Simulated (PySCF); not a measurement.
Al(H)(NH2)2 (AlH5N2), SMILES [NH2][AlH][NH2]. The structure is a stationary point at B3LYP-D3(BJ)/def2-TZVP. Other conformers were not sampled.

**Question.** Give the equilibrium geometry at B3LYP-D3(BJ)/def2-TZVP (PySCF confirms it by a frequency run) as a Z-matrix, and its point group. (The exact figures need the calculation; the answer reports its results.)

**Answer.** One answer among several that fit: point group C2v.
```
Al
N 1 1.7730
H 2 1.0076 1 126.35
H 2 1.0077 3 110.02 1 180.00
N 1 1.7730 2 120.21 3 0.00
H 5 1.0076 1 126.35 2 0.00
H 5 1.0077 6 110.02 1 180.00
H 1 1.5732 2 119.90 3 180.00
```
